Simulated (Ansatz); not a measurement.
`SC1CO[SiH2]1` + H₂ → `C1C[SiH2]O1` + H₂S  (hydrogenolysis of a C–S bond)

Isolated molecules relaxed with PBE0-D4/def2-TZVP in Ansatz; ΔE leaves out vibrations. CBS: MP2 limit from def2 TZ/QZ plus the TZ coupled-cluster correction, frozen cores. This one scheme is used for every species. DFT in def2-TZVPP. B3LYP here is the variant with VWN-RPA as its local correlation; programs differ in this. Each species was taken in one conformer, which may not be the lowest.

`SC1CO[SiH2]1`:

Cartesian coordinates in Å:
```
S 0.607 -0.059 2.149
C -0.417 -0.075 0.674
C -0.380 1.156 -0.268
O -0.086 0.537 -1.542
Si 0.106 -0.982 -0.888
H 1.787 -0.310 1.559
H -1.428 -0.308 1.009
H 0.412 1.857 0.005
H -1.333 1.690 -0.331
H -0.777 -2.020 -1.480
H 1.508 -1.484 -0.887
```

H₂:

Cartesian coordinates in Å:
```
H 0.057 -0.368 0.024
H -0.057 0.368 -0.024
```

`C1C[SiH2]O1`:

Z-matrix (Å, degrees):
```
C
Si 1 2.268
O 1 1.448 2 47.2
C 1 1.547 2 54.9 3 179.7
H 1 1.093 2 125.4 3 84.2
H 1 1.093 2 125.0 3 -84.7
H 2 1.488 1 126.0 3 -85.1
H 2 1.488 1 125.6 3 85.6
H 4 1.089 1 114.3 2 116.6
H 4 1.089 1 114.2 2 -116.4
```

H₂S:

```xyz
3

S    -0.468    0.292    0.282
H    -0.061   -0.985    0.240
H     0.529    0.693   -0.522
```

| level | ΔE (kJ/mol) | difference from CCSD(T)/CBS |
| --- | --- | --- |
| r2SCAN-D4 | -70.2 | 0.4 |
| ωB97M-V | -72.8 | -2.2 |
| B2PLYP | -77.5 | -6.9 |
| r2SCAN | -72.1 | -1.5 |
| PBE0 | -77.5 | -6.9 |
| B3LYP | -83.1 | -12.5 |
| MP2/def2-QZVPP | -65.1 | 5.5 |
| HF/CBS(def2) | -97.8 | -27.2 |
| MP2/CBS(def2) | -63.4 | 7.2 |
| CCSD/CBS(def2) | -77.0 | -6.4 |
| CCSD(T)/CBS | -70.6 | 0 |

Largest T1 diagnostic among the species: 0.012.

In def2-TZVPP, CCSD(T) changes the Hartree–Fock value by +23.3 kJ/mol (the triples alone add +6.4 kJ/mol) and MP2 by +30.4 kJ/mol. From PBE to PBE0 (25 % exact exchange), in def2-TZVPP and without D4, ΔE moves by −5.3 kJ/mol. The D4 term adds +12.7 kJ/mol with B3LYP and +6.9 kJ/mol with PBE0; it sums over pairs of atoms, weighted by their polarisabilities, and B3LYP, whose exchange is more repulsive, gets the larger term.
